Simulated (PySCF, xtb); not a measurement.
YF3, SMILES [F][Y]([F])[F].

GFN2-xTB run with xtb 6.7.1 at its own geometry gives an orbital gap of 2.51 eV and a dipole moment of 5.93 D.

The structure is a stationary point at B3LYP-D3(BJ)/def2-TZVP. The isomer is the one that the SMILES or the coordinates give; other isomers of the formula were not compared. The def2 effective core potentials stand for the cores of Y; spin–orbit coupling is left out.

### Question
What does r2SCAN/def2-TZVPD (PySCF) give? (An estimate is asked for; the answer gives what the named calculation found.)

### Answer
gap 6.38 eV (levels -9.01 and -2.63 eV), dipole 0.00 D.
